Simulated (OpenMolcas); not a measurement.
## Ar3+: Slater's ratio, worked from levels

```yaml
Program: OpenMolcas 26.06
Basis: ANO-R1 [4s3p1d]
Scalar_Hamiltonian: X2C, finite nucleus
Active_space: 5 electrons in 4 orbitals (3s 3p)
State_averaging: 2S+1 = 4 odd, 1 root; 2S+1 = 2 odd, 8 roots; 2S+1 = 4 even, 3 roots; 2S+1 = 2 even, 9 roots
Spin-orbit_coupling: RASSI with atomic mean-field integrals over the reference wave functions, term energies averaged over their components
```

Methods: CASSCF; SS-CASPT2, IPEA 0.25 Eh, imaginary shift 0.1 Eh (closed shells correlated: 2s 2p). Measured levels: Saloman, J. Phys. Chem. Ref. Data 39, 033101 (2010).

**Slater's ratio.** With one set of orbitals, p3 has ²D° - ⁴S° = 9 F2 and ²P° - ²D° = 6 F2 (F2 = F²/25), a ratio of 2/3. Term energies are centres of gravity, weighted by 2J + 1.

| Source | ²D° - ⁴S° | ²P° - ⁴S° | F2 from the first | Ratio |
| --- | --- | --- | --- | --- |
| CASSCF | 25826 | 36210 | 2870 | 0.402 |
| SS-CASPT2 | 23833 | 37093 | 2648 | 0.556 |
| measured | 21168 | 34973 | 2352 | 0.652 |

Energies in cm-1. A ratio away from 2/3 shows effects beyond one configuration with one set of orbitals, and in heavier atoms second-order spin-orbit shifts. In CASSCF the valence s occupation is 1.95 in ²P° against 2.00 in ²D°: mixing out of s² acts most on ²P° and pulls it down.

Term energies are means over components that CASPT2 splits; among the terms shown or strongly mixed into the levels shown the widest spread is 210 cm-1 (3s² 3p³ ²D°, SS-CASPT2). Over all roots computed the reference weight is 0.90 to 0.97 in SS-CASPT2; the roots of lowest weight are the least certain, and an intruder state may touch them. The basis is small and was not contracted for so high a charge. Measured partners are found by configuration, term and J. A level has none where our copy of the source lacks it or the pairing is in doubt (some pairs that miss far off the trend of their configuration count as doubtful), and it then counts in no deviation. Levels of configurations outside the active space are missing.

° marks odd parity.
